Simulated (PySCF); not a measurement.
**Excitation energy of B by level of theory**

B [He] 2s2 2p1 (2P) → B [He] 2s2 3s1 (2S), as a difference of total energies. Computed with PySCF 2.14 in x2c-QZVPPall with one added diffuse shell each of s, p, d, f type (8s5p4d3f1g, 73 functions), with the spin-free X2C one-electron Hamiltonian (Gaussian nucleus). Correlated levels: valence: 1s2 frozen. The calculations carry no spin-orbit coupling.

| method | excitation energy (eV) | error (eV) |
| --- | --- | --- |
| UHF | 5.015 | +0.052 |
| MP2 (valence) | 5.110 | +0.147 |
| SCS-MP2 (valence) | 5.098 | +0.135 |
| CCSD (valence) | 4.954 | -0.009 |
| CCSD(T) (valence) | 4.971 | +0.008 |

Reference: 4.963 eV (measured; NIST levels, between the centres of gravity of the two terms).

Errors of the correlated levels include the incompleteness of this basis and the frozen core.
